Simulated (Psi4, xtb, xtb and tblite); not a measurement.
Torsional profile of C₁₀H₈Se₂, SMILES C(=Cc1ccc[se]1)c1ccc[se]1. Scanned: dihedral C2–C1–C8–Se12; all other coordinates were relaxed at GFN2-xTB. Points at φ and −φ are mirror images.

Geometry of the scan point at 75° (Å):
```
20

C      0.1318     0.4324    -1.7483
C     -0.4998     0.1120    -0.6132
C     -1.9202     0.1681    -0.4220
C     -2.5961    -0.1562     0.7253
C     -3.9979    -0.0096     0.6647
C     -4.4714     0.4342    -0.5285
Se    -3.1211     0.7279    -1.7620
C      1.5766     0.4313    -1.9055
C      2.3843     1.5135    -2.0852
C      3.7540     1.2224    -2.2877
C      4.0563    -0.0993    -2.3127
Se     2.5610    -1.1698    -2.0644
H     -0.4485     0.8128    -2.5868
H      0.0735    -0.2376     0.2378
H     -2.0883    -0.5002     1.6110
H     -4.6395    -0.2331     1.5006
H     -5.4998     0.6130    -0.7857
H      2.0059     2.5214    -2.0439
H      4.4942     1.9948    -2.4138
H      5.0277    -0.5360    -2.4597
```

Computed with: GFN2-xTB (xtb and tblite); PBE0/def2-SVP // GFN2-xTB (Psi4); PBE0-D3(BJ)/def2-SVP // GFN2-xTB (Psi4); PBE/def2-SVP // GFN2-xTB (Psi4); PBE-D3(BJ)/def2-SVP // GFN2-xTB (Psi4); GFN1-xTB // GFN2-xTB (xtb).

Least-squares fit of E(φ) = a0 + Σ (a_n cos nφ + b_n sin nφ), n = 1 to 4, to the 24 scan points, in kcal/mol above the lowest point of each profile (levels whose profile four harmonics don't fit are not listed):

| method | a0 | a1 | b1 | a2 | b2 | a3 | b3 | a4 | b4 | rms of fit |
|---|---|---|---|---|---|---|---|---|---|---|
| GFN2-xTB | 3.59 | -0.56 | 0.00 | -3.23 | 0.00 | -0.14 | 0.00 | 0.36 | 0.00 | 0.03 |
| PBE0/def2-SVP | 3.13 | -0.47 | 0.00 | -2.75 | 0.00 | -0.24 | 0.00 | 0.35 | 0.00 | 0.02 |
| PBE0-D3(BJ)/def2-SVP | 3.20 | -0.51 | 0.00 | -2.78 | 0.00 | -0.26 | 0.00 | 0.36 | 0.00 | 0.02 |
| PBE/def2-SVP | 3.54 | -0.44 | 0.00 | -3.30 | 0.00 | -0.19 | 0.00 | 0.42 | 0.00 | 0.04 |
| PBE-D3(BJ)/def2-SVP | 3.62 | -0.47 | 0.00 | -3.34 | 0.00 | -0.21 | 0.00 | 0.44 | 0.00 | 0.04 |
| GFN1-xTB | 3.23 | -0.30 | 0.00 | -3.02 | 0.00 | -0.22 | 0.00 | 0.31 | 0.00 | 0.03 |
